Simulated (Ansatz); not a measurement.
```yaml
crystal:
  periodic: [false, false, false]
  atoms:
    - {symbol: B, position_ang: [-0.726172, -0.352197, 0.008814]}
    - {symbol: C, position_ang: [0.668843, 0.277389, -0.515667]}
    - {symbol: N, position_ang: [-0.541991, -0.149370, 1.595842]}
    - {symbol: N, position_ang: [0.944627, 0.300588, -1.831397]}
    - {symbol: O, position_ang: [1.484035, 0.740705, 0.297914]}
    - {symbol: H, position_ang: [-1.685562, 0.281616, -0.370881]}
    - {symbol: H, position_ang: [-0.824869, -1.532607, -0.242081]}
    - {symbol: H, position_ang: [-1.237458, 0.453555, 2.016344]}
    - {symbol: H, position_ang: [-0.505399, -1.015659, 2.117785]}
    - {symbol: H, position_ang: [1.811550, 0.695713, -2.155942]}
    - {symbol: H, position_ang: [0.291891, -0.072200, -2.495637]}
    - {symbol: H, position_ang: [0.397606, 0.317365, 1.608905]}
basis:
  gaussian: {orbitals: cc-pVTZ-DK, final_grid: {core_spheres: 1, valence_spheres: 1, degree: 5}}
hamiltonian: {xc: {name: r2SCAN}}
output: {forces: true}
```

```sh
$ ansatz run in.yaml --threads 4 --pin off --events-out ev --progress --plain --max-ram 10444MiB
```

Output, abridged:

```
Functional definition: r2SCAN
1321 factors; their error is unknown
mean field evaluation 1: about -6846.5514 eV, gradient 7.9e1 eV
mean field evaluation 2: about -6834.7369 eV, gradient 1.1e2 eV
mean field evaluation 4: about -6858.0676 eV, gradient 1.0e1 eV
mean field evaluation 8: about -6805.5061 eV, gradient 1.7e2 eV
mean field evaluation 16: about -6826.4049 eV, gradient 2.5e-1 eV
mean field -6826.40514964 eV, -250.8657621457 hartree, gradient 6.4e-5 eV, S^2 0.000000; 0 other end points of the search recorded, 0 dependent functions left out
reference -6826.40521900 eV, -250.8657646945 hartree; 20, 20 occupied and 228, 228 virtual orbitals, 1321 factors
Total energy: -6826.40521900 eV, -250.8657646945 hartree
Relativity: scalar
Atom 0 at    -0.726172    -0.352197     0.008814 Å, force     8.142608     4.273084     0.602596 eV/Å
Atom 1 at     0.668843     0.277389    -0.515667 Å, force    12.340626     5.844723    -1.395630 eV/Å
Atom 2 at    -0.541991    -0.149370     1.595842 Å, force     0.173134     0.284715     6.649155 eV/Å
Atom 3 at     0.944627     0.300588    -1.831397 Å, force    -2.229615     0.093585    13.459334 eV/Å
Atom 4 at     1.484035     0.740705     0.297914 Å, force   -16.455279    -9.714824   -19.657248 eV/Å
Atom 5 at    -1.685562     0.281616    -0.370881 Å, force     4.062686    -3.796937     0.779340 eV/Å
Atom 6 at    -0.824869    -1.532607    -0.242081 Å, force    -0.213804     5.569737     0.151040 eV/Å
Atom 7 at    -1.237458     0.453555     2.016344 Å, force     6.817653    -6.016164    -5.709827 eV/Å
Atom 8 at    -0.505399    -1.015659     2.117785 Å, force    -0.377188     8.462318    -6.602955 eV/Å
Atom 9 at     1.811550     0.695713    -2.155942 Å, force    -9.124080    -4.108918     3.913022 eV/Å
Atom 10 at     0.291891    -0.072200    -2.495637 Å, force     5.425221     3.194259     6.731132 eV/Å
Atom 11 at     0.397606     0.317365     1.608905 Å, force    -8.561962    -4.085577     1.080042 eV/Å
Dipole moment:     0.124293     0.077629     0.345237 e Å
```

(1) Something in this input is off. What?

Answers

(1) The integration grid is far too coarse. Self-consistency was reached. The result belongs to that input, not to the molecule as meant.
